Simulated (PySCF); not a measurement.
Ligands exchanged one at a time, B OH-I. All species are isolated molecules in the gas phase. One relaxed conformer stands for each flexible species; it need not be the lowest. Strings in code marks are SMILES.

The vertical ionisation energy (Delta-SCF) from two functionals at the same geometries (PBE0-D3(BJ)/def2-TZVP), both in PySCF: PBE-D3(BJ)/def2-TZVP and ωB97X-D3(BJ)/def2-TZVP. Delta-SCF ions had no search for a lower state. 

| species | PBE-D3(BJ)/def2-TZVP (eV) | ωB97X-D3(BJ)/def2-TZVP (eV) |
|---|---|---|
| 1 of 3 OH replaced by I | 9.60 | 9.77 |
| 2 of 3 OH replaced by I (`OB(I)I` (H–O–B–I torsion 0°)) | 9.09 | 9.78 |
| 3 of 3 OH replaced by I (`IB(I)I`) | 8.72 | 9.67 |

Over these rows, drawn at random from the members with no instability flagged (it was tested for open shells, ions and some series alone), PBE minus ωB97X-D3(BJ): mean -0.61 eV, from -0.96 eV to -0.17 eV.
